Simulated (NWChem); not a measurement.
Program: NWChem. System: H$_{2}$Mg, charge 0, spin multiplicity 1, at a geometry optimised with PBE0/def2-SVP. The structure started from a generated list of species. Level: real-time TD-PBE0/6-31G* (spherical d).

The NWChem input:

```
start mol
memory heap 200 mb stack 900 mb global 1100 mb
geometry "system" units angstroms nocenter noautoz noautosym
  Mg     0.000000     0.000000     0.000000
  H      0.000000     0.000000     1.705283
  H      0.000000     0.000000    -1.705283
end
set geometry "system"
basis spherical
  * library 6-31g*
end
dft
  xc pbe0
  semidirect memsize 60000000 filesize 0
  iterations 100
  convergence energy 1e-10 density 1e-9 gradient 1e-8
  tolerances tight
end
task dft energy
rt_tddft
  tmax 150.0
  dt 0.2
  tag "kick"
  print dipole
  field "kick"
    type delta
    polarization z
    max 0.0001
  end
  excite "system" with "kick"
end
task dft rt_tddft
```

Part of the output:

```
             Northwest Computational Chemistry Package (NWChem) 7.3.0
             --------------------------------------------------------

                                NWChem Input Module
                                -------------------

 Scaling coordinates for geometry "system" by  1.889725989
 (inverse scale =  0.529177249)

                              Geometry "system" -> ""
                              -----------------------

 Output coordinates in angstroms (scale by  1.889725989 to convert to a.u.)

  No.       Tag          Charge          X              Y              Z
 ---- ---------------- ---------- -------------- -------------- --------------
    1 Mg                  12.0000     0.00000000     0.00000000     0.00000000
    2 H                    1.0000     0.00000000     0.00000000     1.70528300
    3 H                    1.0000     0.00000000     0.00000000    -1.70528300

 Effective nuclear repulsion energy (a.u.)       7.6027513325

            Nuclear Dipole moment (a.u.)
            ----------------------------
        X                 Y               Z
 ---------------- ---------------- ----------------
     0.0000000000     0.0000000000     0.0000000000


 Summary of "ao basis" -> "" (spherical)
 ------------------------------------------------------------------------------
       Tag                 Description            Shells   Functions and Types
 ---------------- ------------------------------  ------  ---------------------
 *                           6-31g*                   on all atoms

                                 NWChem DFT Module
                                 -----------------

 Summary of "ao basis" -> "ao basis" (spherical)
 ------------------------------------------------------------------------------
       Tag                 Description            Shells   Functions and Types
 ---------------- ------------------------------  ------  ---------------------
 Mg                          6-31g*                  8       18   4s3p1d
 H                           6-31g*                  2        2   2s

 Summary of "ao basis" -> "ao basis" (spherical)
 ------------------------------------------------------------------------------
       Tag                 Description            Shells   Functions and Types
 ---------------- ------------------------------  ------  ---------------------
 Mg                          6-31g*                  8       18   4s3p1d
 H                           6-31g*                  2        2   2s

  itol2e modified to match energy
  convergence criterion.
  tol_rho modified to match energy
  convergence criterion.

            General Information
            -------------------
          SCF calculation type: DFT
          Wavefunction type:  closed shell.
          No. of atoms     :     3
          No. of electrons :    14
           Alpha electrons :     7
            Beta electrons :     7
          Charge           :     0
          Spin multiplicity:     1
          Use of symmetry is: off; symmetry adaption is: off
          Maximum number of iterations: 100
          AO basis - number of functions:    22
                     number of shells:    12
          Convergence on energy requested:  1.00D-10
          Convergence on density requested:  1.00D-09
          Convergence on gradient requested:  1.00D-08

              XC Information
              --------------
                         PBE0 Method XC Functional
                     Hartree-Fock (Exact) Exchange  0.250
[...]
                    Propagation parameters
                    ----------------------
     End time (tmax)       :  1.5000E+02 au =  3.6283E+00 fs
     Time step (dt)        :  2.0000E-01 au =  4.8378E-03 fs
     No. time steps (nt)   : 750
     Progagation method    : 2nd order Magnus w/ self-consistent interpolation
     Exponentiation method : Adaptive contractive power series

                        Tolerances
                        ----------
     Zero / comparison / check tolerance  :  1.0000E-08
     Series convergence tolerance         :  1.0000E-10
     Interpolation convergence tolerance  :  1.0000E-07
     Reqd no. zero terms in series        : 3
     Reqd no. zero terms in interpolation : 1

                Output and checking parameters
                ------------------------------
     Quantites to print : messages, dipole, field, energy, <S^2>
     No. print points   : 750 (once every 1 time steps)
     No. checks         : 10 (once every 75 time steps)
     No. restart points : 100 (once every 7 time steps)
     Checking level     : 1 (checkpoints only)
     Profiling          : No

 Dipole and quadrupole matrices
 ------------------------------
     Center of mass = ( 0.0000E+00,  0.0000E+00,  0.0000E+00)
     norm[D_x]  =  2.4367E+00
     norm[D_y]  =  2.4367E+00
     norm[D_z]  =  3.2225E+00
     norm[Q_xx] =  1.7812E+01
     norm[Q_xy] =  5.9374E+00
     norm[Q_xz] =  5.9374E+00
     norm[Q_yy] =  1.7812E+01
     norm[Q_yz] =  5.9374E+00
     norm[Q_zz] =  1.7812E+01

         Applied fields
         --------------

               "kick"
     Type            : delta
     Polarization    : z
     Field maximum   :  1.0000E-04 au =  5.1421E-02 V/nm

        Excitation rules
        ----------------
     Excite geometry "system" with "kick"

                             Closed shell propagation
                             ------------------------

****************************** WARNING ******************************
  Starting movecs not specified--trying SCF output:
   ./mol.movecs
*********************************************************************

     File name              : ./mol.movecs
     Job title              :
     Basis set name         : ao basis
     SCF type               : dft
     Atomic orbitals        : 22
     Molecular orbitals     : 22

   Vector      Occupation     Eigenvalue [au]
 --------------------------------------------
         1        2.00       -4.69198834E+01
         2        2.00       -3.15378738E+00
         3        2.00       -1.87820596E+00
         4        2.00       -1.87820596E+00
         5        2.00       -1.87017956E+00
         6        2.00       -3.14519030E-01
         7        2.00       -2.65409745E-01
         8        0.00       -2.18696258E-02
         9        0.00       -2.18696258E-02
        10        0.00        1.17696153E-02
        11        0.00        9.97568152E-02
        12        0.00        1.16846176E-01
        13        0.00        1.79293494E-01
        14        0.00        1.79293494E-01
        15        0.00        2.69864309E-01
        16        0.00        2.69864309E-01
        17        0.00        3.01423119E-01
        18        0.00        3.01424262E-01
        19        0.00        3.02202580E-01
        20        0.00        4.78833837E-01
        21        0.00        1.05777624E+00
        22        0.00        1.06339323E+00

kick      0.00000        ### Propagation started ###
kick      0.00000        ### Checks passed ###
kick      0.00000   0.000000000000E+000   0.000000000000E+000   1.000000000000E-004     # Applied E-field [system] (alpha spin)
kick      0.00000   0.000000000000E+000   0.000000000000E+000   1.000000000000E-004     # Applied E-field [system] (beta spin)
kick      0.00000   7.602751332472E+000     # Enuc
kick      0.00000  -2.956875758367E+002     # Ecore
kick      0.00000   1.040717314985E+002     # Ecoul
kick      0.00000  -1.709311198828E+001     # Exc(1)
kick      0.00000   0.000000000000E+000     # Exc(2)
kick      0.00000  -2.011062049939E+002     # Etot
kick      0.00000   1.989519660128E-013     # Eadded
kick      0.00000  -9.265534214700E-016  -1.451677395696E-015   1.731947918415E-014     # Dipole moment [system]
kick      0.00000        ### Saved restart file ###
kick      0.00000   6.528111384796E-014     # Magnus interpol (matrix 1 of 1)
kick      0.00000                     2     # Magnus total interpolations
kick      0.20000   0.000000000000E+000   0.000000000000E+000   0.000000000000E+000     # Applied E-field [system] (alpha spin)
kick      0.20000   0.000000000000E+000   0.000000000000E+000   0.000000000000E+000     # Applied E-field [system] (beta spin)
kick      0.20000   7.602751332472E+000     # Enuc
kick      0.20000  -2.956875758366E+002     # Ecore
kick      0.20000   1.040717314988E+002     # Ecoul
kick      0.20000  -1.709311198830E+001     # Exc(1)
kick      0.20000   0.000000000000E+000     # Exc(2)
kick      0.20000  -2.011062049937E+002     # Etot
kick      0.20000   2.930278242275E-010     # Eadded
kick      0.20000  -8.296411037295E-016  -1.367373917185E-015   4.721664741636E-006     # Dipole moment [system]
kick      0.20000   1.354472090043E-014     # Magnus interpol (matrix 1 of 1)
kick      0.20000                     2     # Magnus total interpolations
kick      0.40000   0.000000000000E+000   0.000000000000E+000   0.000000000000E+000     # Applied E-field [system] (alpha spin)
kick      0.40000   0.000000000000E+000   0.000000000000E+000   0.000000000000E+000     # Applied E-field [system] (beta spin)
kick      0.40000   7.602751332472E+000     # Enuc
...
kick     28.40000   2.318484833548E-016  -2.108461462349E-016   3.947974529761E-005     # Dipole moment [system]
kick     28.40000   2.220446049250E-016     # Magnus interpol (matrix 1 of 1)
kick     28.40000                     2     # Magnus total interpolations
kick     28.60000   0.000000000000E+000   0.000000000000E+000   0.000000000000E+000     # Applied E-field [system] (alpha spin)
kick     28.60000   0.000000000000E+000   0.000000000000E+000   0.000000000000E+000     # Applied E-field [system] (beta spin)
kick     28.60000   7.602751332472E+000     # Enuc
kick     28.60000  -2.956875758242E+002     # Ecore
kick     28.60000   1.040717314935E+002     # Ecoul
kick     28.60000  -1.709311198736E+001     # Exc(1)
kick     28.60000   0.000000000000E+000     # Exc(2)
kick     28.60000  -2.011062049856E+002     # Etot
kick     28.60000   8.335831580553E-009     # Ea
```
